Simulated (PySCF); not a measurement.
Harmonic spectrum computed at PBE in the def2-SVP basis family (core potentials from Rb on, PySCF, no spin–orbit coupling):

```
symmetry  ω (cm⁻¹)  IR (km/mol, summed over degenerate members)
    a2''        59                                          2.1
      e'       104                                          0.1
     a1'       400                                          0.0
      e'       477                                         82.0
```

Problem. Which molecule gave it? In each, all ligands are bound to the one heavy central atom.
A. TiCl₃⁺ (singlet)
B. MnCl₃⁺ (quartet)
C. TcCl₃⁺ (quartet)
D. TeCl₃⁺ (singlet)

Solution. C. It has D3h symmetry with Tc–Cl 2.177 Å (×3).
